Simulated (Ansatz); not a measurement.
Basis-set series for C$_{2}$HF$_{2}$Si, SMILES `[C]#C[SiH](F)F` radical. Total charge 0; spin multiplicity 2. Geometry: relaxed with PBE0-D4/def2-TZVP.

Cartesian coordinates in Å:
```
C 1.588 -1.551 1.106
C 0.824 -0.775 0.576
Si -0.366 0.306 -0.258
F 0.420 1.288 -1.212
F -1.111 1.177 0.829
H -1.355 -0.445 -1.041
```

```json
{"functional": "PBE0-D4", "basis": "def2-TZVPP", "functions": "180", "energy (Eh)": "-565.67259", "HOMO (eV)": "-9.12", "LUMO (eV)": "-5.27"}
{"functional": "PBE0-D4", "basis": "def2-QZVPP", "functions": "328", "energy (Eh)": "-565.69821", "HOMO (eV)": "-9.13", "LUMO (eV)": "-5.28"}
{"functional": "ωB97M-V", "basis": "def2-TZVPP", "functions": "180", "energy (Eh)": "-565.99001", "HOMO (eV)": "-11.37", "LUMO (eV)": "-3.43"}
{"functional": "ωB97M-V", "basis": "def2-QZVPP", "functions": "328", "energy (Eh)": "-566.01349", "HOMO (eV)": "-11.39", "LUMO (eV)": "-3.48"}
```

**Question.** Give the rows for def2-SVP. (An estimate is asked.)

**Answer.** Ansatz gave: 
```csv
functional,basis,functions,energy (Eh),HOMO (eV),LUMO (eV)
PBE0-D4,def2-SVP,79,-565.21969,-9.07,-5.12
ωB97M-V,def2-SVP,79,-565.53003,-11.29,-3.18
```

HOMO and LUMO are taken over both spins.
